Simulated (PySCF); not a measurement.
Sn(Br)(Me) (CH₃BrSn), SMILES [CH3][Sn][Br] (connectivity only; charge and spin as stated), neutral, multiplicity 1.

Geometry: B3LYP-D3(BJ)/def2-SVP. The def2 effective core potentials stand for the cores of Sn; spin–orbit coupling is left out.

Level of theory: PBE0/def2-TZVPD in PySCF.

Isolated molecule, no solvent.

Q: Estimate the frontier levels, gap, dipole moment and polarisability. (The exact figures need the calculation; the answer reports its results.)

A: 
highest occupied level: -6.73 eV
lowest empty level: -2.89 eV
orbital gap: 3.84 eV
dipole moment: 3.14 D
quadrupole, principal values (traceless, Buckingham form, about the centre of nuclear charge): -3.09, -1.77, 4.86 D·Å
mean static polarisability: 83.3 bohr³ (12.34 Å³)
polarisability, principal values: 62.5, 85.3, 101.9 bohr³
